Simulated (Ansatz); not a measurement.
Molecule: CH$_{2}$NO, net charge -1, singlet state. It need not be the lowest isomer of its formula. Whether it binds its extra electron was not tested at this geometry. 
Geometry from a B3LYP-D3(BJ)/def2-TZVP (Ansatz, an electronic-structure program) optimisation:
SMILES: [NH-]C=O
```xyz
5

N     -1.1564     0.1056     0.1095
C      0.1433     0.2748    -0.0264
O      1.0392    -0.5968    -0.0759
H     -1.5793     1.0353     0.1097
H      0.5010     1.3515    -0.1099
```
Charge -1, spin multiplicity 1.

Basis-set convergence of Hartree-Fock and CCSD(T) correlation energies (hartree) with Ansatz. Correlated levels leave the core frozen unless marked. Spin-orbit coupling is left out. No relativistic terms. This anion needs diffuse functions, which these sets lack.

```json
[
 {"basis": "cc-pVDZ", "functions": "-", "E(HF)": "-168.32487", "E(corr, CCSD(T))": "-0.51883"},
 {"basis": "cc-pVTZ", "functions": "118", "E(HF)": "-168.38723", "E(corr, CCSD(T))": "-0.64878"},
 {"basis": "cc-pVQZ", "functions": "225", "E(HF)": "___", "E(corr, CCSD(T))": "___"}
]
```

### Question
What belongs in the gaps?

### Answer

- cc-pVQZ, E(HF): -168.40534
- cc-pVQZ, E(corr, CCSD(T)): -0.69226
